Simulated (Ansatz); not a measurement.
Program: Ansatz. Geometries: PBE0-D4/def2-TZVP. ΔE: electronic, gas phase. CCSD(T)/CBS is the MP2 limit (def2-TZVPP, def2-QZVPP) plus CCSD(T) − MP2 in def2-TZVPP, frozen cores. DFT in def2-TZVPP. HSE06 is defined as in plane-wave codes. For Ge outer-core shells are correlated without core-valence functions, which leaves a few kJ/mol of doubt a bond. Scalar relativity is left out up to krypton. Each species was taken in one conformer, which may not be the lowest.

Reaction (formal exchange of groups at a Ge–Ge bond): `[GeH3][GeH2][GeH2][GeH3]` + `[GeH3][GeH3]` → `[GeH3][GeH2][GeH2][GeH2][GeH3]` + GeH₄

`[GeH3][GeH2][GeH2][GeH3]`:

```xyz
14

Ge    1.293    1.988   -0.457
Ge    1.019    0.354    1.311
Ge   -0.036   -1.643    0.426
Ge   -2.019   -1.036   -0.826
H    -0.088    2.410   -0.988
H     2.093    1.376   -1.619
H     2.031    3.238    0.048
H     2.385    0.012    1.934
H     0.127    0.949    2.417
H    -0.404   -2.609    1.568
H     0.953   -2.365   -0.508
H    -2.971   -0.218    0.062
H    -1.621   -0.173   -2.035
H    -2.763   -2.282   -1.333
```

`[GeH3][GeH3]`:

Z-matrix (Å, degrees):
```
Ge
Ge 1 2.420
H 1 1.537 2 110.3
H 1 1.537 2 110.4 3 120.0
H 1 1.537 2 110.3 3 -120.0
H 2 1.537 1 110.4 3 -179.4
H 2 1.537 1 110.3 3 -59.4
H 2 1.537 1 110.3 3 60.6
```

`[GeH3][GeH2][GeH2][GeH2][GeH3]`:

```xyz
17

Ge    1.594    1.533    1.537
Ge    0.152   -0.356    2.006
Ge   -1.853   -0.191    0.649
Ge   -1.188    0.250   -1.642
Ge    0.547   -1.313   -2.287
H     0.867    2.843    1.886
H     2.899    1.461    2.345
H     1.942    1.557    0.039
H    -0.199   -0.398    3.505
H     0.889   -1.662    1.653
H    -2.656   -1.504    0.714
H    -2.747    0.946    1.179
H    -0.641    1.688   -1.736
H    -2.390    0.135   -2.597
H     1.035   -1.052   -3.722
H     1.742   -1.183   -1.328
H     0.010   -2.752   -2.201
```

GeH₄:

```xyz
5

Ge    0.000    0.000    0.000
H     0.613   -0.801   -1.155
H    -1.522    0.069   -0.177
H     0.580    1.420    0.002
H     0.329   -0.688    1.331
```

```tsv
level	ΔE (kcal/mol)	difference from CCSD(T)/CBS
PBE-D4	-2.1	0.3
revPBE-D4	-2.2	0.2
B97M-V	-1.6	0.8
r2SCAN0-D4	-1.9	0.5
HSE06-D4	-2.1	0.3
PBE-QIDH	-1.9	0.5
CCSD/def2-SVP	-2.1	0.3
CCSD(T)/def2-SVP	-2.5	-0.1
HF/def2-QZVPP	0.3	2.7
CCSD/CBS(def2)	-1.9	0.5
CCSD(T)/CBS	-2.4	0
```

Largest T1 diagnostic among the species: 0.012.

Leaving LDA and LC-ωPBE aside and taking each functional with its dispersion term where it has one, the values, not all of them listed here, spread over 1.4 kcal/mol, from BHLYP-D4 to B2PLYP. LDA lies −1.0 kcal/mol from PBE without D4. In def2-TZVPP, CCSD(T) changes the Hartree–Fock value by −2.5 kcal/mol (the triples alone add −0.5 kcal/mol) and MP2 by −3.2 kcal/mol. The D4 term adds −2.3 kcal/mol with B3LYP and −1.4 kcal/mol with PBE0; it sums over pairs of atoms, weighted by their polarisabilities, and B3LYP, whose exchange is more repulsive, gets the larger term.

B3LYP here is the variant with VWN-RPA as its local correlation; programs differ in this.
